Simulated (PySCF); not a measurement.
Predicted microwave data (CAM-B3LYP/def2-SVPD in PySCF (dipole) on a GFN2-xTB geometry, gas phase) for one isomer of C4H10FNSi:

- Rotational constants: A = 4303, B = 1499, C = 1230 MHz
- Dipole components: |μa| = 2.24 D, |μb| = 0.29 D, |μc| = 0.46 D
- Inertial defect: -43.77 u·Å²
- κ: -0.82

Problem. Which structure is it? (One computed conformer of each.)
A. `[CH3:1][C@@H:2]1[CH2:3][CH2:4][Si@@H:5]([F:6])[NH:7]1` with C1–C2–C3–C4 -155°, C2–C3–C4–Si5 37°, C3–C4–Si5–F6 -141°, C4–Si5–N7–C2 8°
B. `[CH3:1][SiH2:2][N:3]1[CH2:4][CH:5]([F:6])[CH2:7]1` with C1–Si2–N3–C4 175°, Si2–N3–C4–C5 158°, N3–C4–C5–F6 -124°, C4–C5–C7–N3 8°, Si2–N3–C7–C5 -157°
C. `[CH3:1][N:2]1[CH2:3][C@H:4]([F:5])[CH2:6][SiH2:7]1` with C1–N2–C3–C4 169°, N2–C3–C4–F5 163°, C3–C4–C6–Si7 -36°, C4–C6–Si7–N2 18°

Solution. A. It is C[C@@H]1CC[Si@@H](F)N1, an asymmetric top, point group C1. The candidates at the same level (rigid rotor, commonest isotopes):

```csv
SMILES,A (MHz),B (MHz),C (MHz),μa (D),μb (D),μc (D),Δ (u·Å²),point group,rotor
CN1C[C@H](F)C[SiH2]1,3478,1709,1213,1.83,0.11,0.26,-24.19,C1,asymmetric top
C[SiH2]N1CC(F)C1,5512,1092,995.4,0.90,0.43,1.02,-46.90,C1,near-prolate asymmetric top
C[C@@H]1CC[Si@@H](F)N1,4303,1499,1230,2.24,0.29,0.46,-43.77,C1,asymmetric top
```

`CN1C[C@H](F)C[SiH2]1` has A 19 % too low; `C[SiH2]N1CC(F)C1` has A 28 % too high. No structure here is proved a minimum.
